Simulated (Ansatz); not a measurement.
Isolated molecules relaxed with PBE0-D4/def2-TZVP in Ansatz; ΔE leaves out vibrations. CCSD(T)/CBS adds triple-zeta CCSD(T) − MP2 to the extrapolated MP2 energy (def2 sets, frozen cores). DFT in def2-TZVPP. B3LYP here is the variant with VWN-RPA as its local correlation; programs differ in this. For Ge outer-core shells are correlated without core-valence functions, which leaves a few kJ/mol of doubt a bond. Scalar relativity is left out up to krypton.

Consider the isomerisation: `[SiH3][GeH]1[CH2][S]1` → `C1[SiH2][GeH2][S]1`.

`[SiH3][GeH]1[CH2][S]1`:

Z-matrix (Å, degrees):
```
Si
Ge 1 2.362
H 1 1.487 2 110.5
H 1 1.484 2 106.9 3 -119.7
H 1 1.484 2 109.9 3 120.5
C 2 1.939 1 118.7 3 105.0
S 2 2.206 1 113.8 3 163.3
H 2 1.533 1 121.8 3 -53.4
H 6 1.085 2 117.5 1 -152.5
H 6 1.085 2 118.2 1 -9.5
```

`C1[SiH2][GeH2][S]1`:

Z-matrix (Å, degrees):
```
C
S 1 1.839
Si 1 1.893 2 101.1
H 1 1.091 2 109.4 3 -121.2
H 1 1.091 2 110.1 3 119.7
Ge 2 2.257 1 90.1 3 -21.2
H 3 1.490 1 116.4 2 144.8
H 3 1.486 1 110.9 2 -90.1
H 6 1.538 2 112.5 1 136.6
H 6 1.541 2 112.1 1 -100.6
```

```csv
level,ΔE (kJ/mol)
r2SCAN-D4,-48.4
B3LYP-D4,-51.2
ωB97M-V,-55.0
r2SCAN,-48.0
B3LYP,-46.6
CCSD/def2-TZVPP,-49.3
MP2/def2-QZVPP,-45.0
SCS-MP2/def2-QZVPP,-46.1
```

Problem. What does CCSD(T)/CBS give? (Estimate.)

Solution. Computed: -46.9 kJ/mol. The listed levels differ from it by -1.5, -4.3, -8.1, -1.1, 0.3, -2.4, 1.9, 0.8 kJ/mol.

Largest T1 diagnostic among the species: 0.013.

From PBE to PBE0 (25 % exact exchange), in def2-TZVPP and without D4, ΔE moves by −5.7 kJ/mol. The D4 term adds −4.5 kJ/mol with B3LYP and −2.1 kJ/mol with PBE0; it sums over pairs of atoms, weighted by their polarisabilities, and B3LYP, whose exchange is more repulsive, gets the larger term.
